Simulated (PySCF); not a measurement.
Ga²⁺: script and output

The script input.py:

```python
from pyscf import gto, scf, mp

mol = gto.M(
    atom='Ga 0 0 0',
    basis='cc-pvqz',
    charge=2,
    spin=1,
    verbose=3,
)
mf = scf.UHF(mol)
mf.kernel()
mp.MP2(mf, frozen=9).kernel()
mf.dip_moment()
print('orbital energies (hartree):', [e[max(0, n-3):n+3].round(4) for e, n in zip(mf.mo_energy, mol.nelec)])
```

```bash
$ OMP_NUM_THREADS=1 python input.py
```

The log (some set-up lines and the per-cycle HOMO/LUMO lines with their warnings removed):

```
converged SCF energy = -1922.38146682458  <S^2> = 0.75046775  2S+1 = 2.0004677
E(UMP2) = -1922.49791840888  E_corr = -0.116451584298948
E(SCS-UMP2) = -1922.48517872818  E_corr = -0.103711903599613

WARN: System has nonzero charge 2; the dipole moment is origin-dependent.
Location of origin: [0. 0. 0.]

Dipole moment(X, Y, Z, Debye):  0.00000, -0.00000, -0.00000
orbital energies (hartree): [array([-1.9269, -1.9269, -1.0765, -0.5117, -0.5117, -0.5117]), array([-1.9232, -1.9232, -1.9232, -0.6695, -0.4387, -0.4387])]
```

In short: E(SCF) = -1922.381467 Eh, E(MP2) − E(SCF) = -0.11645 Eh, ⟨S²⟩ = 0.750.

Hardware: Intel Xeon Platinum 8488C, 1 thread, shared host. Wall time 2.6 s.

No search for the lowest solution was made.
